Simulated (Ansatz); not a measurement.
F2Mg (SMILES [F][Mg][F]) moved off its minimum; all values from Ansatz (a first-principles code), cores frozen in correlated methods.
(charge 0, multiplicity 1)
```xyz
3

Mg     0.13412     0.12367     0.23668
F      0.13356    -0.04158     1.69283
F     -0.14768    -0.05464    -1.73589
```

Forces at r2SCAN/def2-TZVPP (eV/Å):

| atom | Fx | Fy | Fz |
|---|---|---|---|
| Mg1 | -0.545 | 1.022 | -15.916 |
| F2 | 0.084 | -1.366 | 13.157 |
| F3 | 0.460 | 0.343 | 2.759 |

Give the forces (eV/Å), the total energy and the dipole at CCSD(T)/def2-TZVPPD.


```csv
atom,Fx,Fy,Fz
Mg1,-0.542,1.067,-16.282
F2,0.091,-1.409,13.621
F3,0.451,0.342,2.661
```
Energy -399.2037 hartree, dipole 2.51 D.
